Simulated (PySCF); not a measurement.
SMILES CO[SiH2][SiH2]O[SiH3], GFN2-xTB optimised geometry. Atoms within 1.6 Å of the plane z = 0.0 Å (x, y, z in Å): C1 (2.91, -2.29, -0.06), O2 (2.01, -1.23, -0.04), Si3 (0.38, -1.32, -0.04), Si4 (-0.12, 0.90, 0.00), O5 (-1.75, 0.90, 0.00), Si6 (-3.26, 1.48, 0.00), H7 (2.78, -2.93, 0.81), H8 (3.92, -1.87, -0.05), H9 (2.78, -2.89, -0.96), H10 (-0.07, -2.16, 1.10), H11 (-0.07, -2.12, -1.20), H12 (0.28, 1.68, 1.18), H13 (0.28, 1.72, -1.16), H14 (-3.82, 1.12, 1.30), H15 (-3.22, 2.93, -0.18), H16 (-3.92, 0.82, -1.12).

Method: B3LYP/def2-TZVP (PySCF). Cells within 0.4 Å of a nucleus heavier than hydrogen are left out (blank, or x).

Map of the electrostatic potential (hartree/e), clipped to [-0.08, 0.12] on the plane z = 0.0 Å:

```
|2222222222222222222222222|
|2222222222222222222222222|
|2222222222222222222222222|
|2222222222222222222222222|
|2222233222222222222222222|
|2332399422222222222222222|
|3334699733333222222222222|
|3347999964566432222222222|
|3469999995999963322222222|
|34699xx999999996322222222|
|33599999xx9xx997322222222|
|2336999999999997211122222|
|2233588457999995100122222|
|2223343224999999941223332|
|2222232235999x99x96554333|
|2222222235999x99x99999433|
|222222223489999999x999433|
|222222222347999999x996433|
|2222222222234665899964333|
|2222222222223344467543333|
|2222222222222333333333333|
|2222222222222233333333333|
|2222222222222223333333332|
|2222222222222222333333322|
|2222222222222222223332222|
```
Scale: ten equal steps from -0.044 (start of '0') to 0.120 (end of '9'), in the order '0123456789'; x runs from -6.00 to 6.00, y from -6.00 (bottom) to 6.00 (top).
